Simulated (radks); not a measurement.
The numbers below are computed, except where a source is named.
All-electron atom: Te22+ in [Ar] 3d10 4s2 (the NIST ground configuration).

Level of theory: scalar-relativistic Kohn-Sham, PBE, spin-unpolarised, spherical densities, point nucleus (a radial shooting solver on a logarithmic mesh with Libxc functionals).

Energy parts (hartree):
part                        energy
total                  -6579.75774
kinetic                 6904.12792
electron-nucleus      -15155.69543
Hartree                 1824.88200
exchange-correlation    -153.07222

Orbitals (lengths in bohr, moments of r in powers of bohr; r(max) is where P^2 peaks):
orbital  occ.  eigenvalue (hartree)   r(max)  <1/r>
1s          2             -1186.991  0.01793  55.58
2s          2             -202.3432   0.1013  12.74
2p          6             -184.1999  0.08115  12.20
3s          2             -58.26742   0.2905  4.612
3p          6             -52.35143   0.2836  4.397
3d         10             -43.54104   0.2343  4.174
4s          2             -25.68557   0.6499  2.129
4p          0             -23.54870   0.6675  2.025
5s          0             -14.53065    1.187  1.237

The highest occupied level is 4s at -698.94 eV. The density falls to 0.001 e/bohr^3 at r = 1.44 bohr. Summed over all electrons, <r^2> = 3.024 bohr^2, which gives a Langevin (diamagnetic) susceptibility term of -2.4 x 10^-6 cm^3/mol.
